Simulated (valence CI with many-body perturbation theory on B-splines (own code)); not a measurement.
# Forbidden lines of Sm IV

Computed by valence CI with perturbative core correlation (CI+MBPT): five valence electrons over a frozen Dirac-Fock core [Xe], radial functions for each j: 7 s, 7 p, 7 d, 7 f, 4 g, 2 h, with the one-electron correlation potential Σ1 (screened to all orders), the two-electron term Σ2, the three-electron term Σ3, Breit, model QED; the open f shell's mean field enters the energy denominators; selected single and double excitations, second order for the rest, scaled by the run's own slope (own B-spline code, finite nucleus).

Against measured spectra of neutral and singly charged lanthanides and actinides this method errs by a few hundred cm⁻¹ within a configuration and by up to about 5,000 between configurations. No measured spectrum was set against this ion. As an estimate, terms of the open shell hold to a few per cent of their energy, and close levels can change places. Core correlation moves these levels by up to 2300 cm⁻¹, and in measured spectra 5 to 20 % of such shifts remained as error; rates that hang on mixing are uncertain with them. Not all symmetries were solved, so the list stops early. Among the levels kept, up to 800 cm⁻¹ of a level comes from second order outside the variational space, and about a tenth of that is noise between levels of different J, which matters for small intervals. Only levels of the ground parity were solved; by the run's estimate the other parity begins above the list, which can be wrong where configurations are misplaced.

Lines 1 to 5 of 5 in falling wavelength, among levels below 6589 cm⁻¹, chosen from the decays that carry over 1 % of a level's rate. Wavelengths and rates use the calculated energies, so an error of 2000 cm⁻¹ moves a line at 1547 nm by 31 % and its rate by three times that or more. Electric multipoles are in the length gauge, E1 and E2 with the static RPA response of the core. Weak lines are less certain than strong ones. Lines between different terms over intervals too small for the method are left out, as are lines whose strength nearly cancels. Intervals below about 2000 cm⁻¹, as at the head of this list, are uncertain by tens of per cent.

| λ vac (nm) | Upper | Lower | Type | A (s⁻¹) | Branch % |
| --- | --- | --- | --- | --- | --- |
| 9308 | 4f5 6H°_7/2 | 4f5 6H°_5/2 | M1 | 1.05e-01 | 100.0 |
| 8044 | 4f5 6H°_9/2 | 4f5 6H°_7/2 | M1 | 2.06e-01 | 100.0 |
| 7280 | 4f5 6H°_11/2 | 4f5 6H°_9/2 | M1 | 2.63e-01 | 100.0 |
| 6874 | 4f5 6H°_13/2 | 4f5 6H°_11/2 | M1 | 2.43e-01 | 100.0 |
| 1547 | 4f5 6F°_1/2 | 4f5 6H°_5/2 | E2 | 9.12e-05 | 100.0 |
